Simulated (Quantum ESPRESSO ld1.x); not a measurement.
Radial electron density D(r) = 4 pi r^2 rho(r) of an atom or ion with 50 electrons. Method: scalar-relativistic Kohn-Sham, LDA (Slater exchange, Perdew-Zunger correlation), spin-polarised, spherical densities, point nucleus; computed with ld1.x of Quantum ESPRESSO 7.5.

```
   r/bohr * D(r) (the largest magnitude, 89.1, reaches the edge; | marks zero)
 0.001273 | *
 0.001725 |  *
  0.00232 |    *
 0.003144 |       *
 0.004227 |           *
 0.005729 |                 *
 0.007702 |                         *
  0.01044 |                                 *
  0.01403 |                                       *
  0.01902 |                                          *
  0.02557 |                                       *
  0.03466 |                                    *
  0.04659 |                                      *
  0.06264 |                                                *
   0.0849 |                                                      *
   0.1141 |                                               *
   0.1547 |                                      *
    0.208 |                                           *
   0.2819 |                                          *
    0.379 |                        *
   0.5136 |              *
   0.6905 |                *
   0.9359 |            *
    1.258 |     *
    1.705 |  *
    2.293 |*
    3.082 *
    4.177 *
    5.617 *
```

What is the nuclear charge?

Answer. Z = 53. The innermost maximum, from 1s, lies near gamma/Z bohr with gamma = sqrt(1 - (Z/c)^2) = 0.922, here 0.0174 bohr (found: 0.0190), and its height grows with Z. The density is that of the iodine ion I3+ in [Kr] 4d10 5s2 5p2; the configuration itself is not fixed sharply by these data, and Z only to a few units. D(r) has 4 maxima, at r = 0.0190, 0.0842, 0.242, 0.696 bohr, and minima at 0.0369, 0.160, 0.510 bohr, inside which lie 1.97, 11.19, 28.95 electrons.
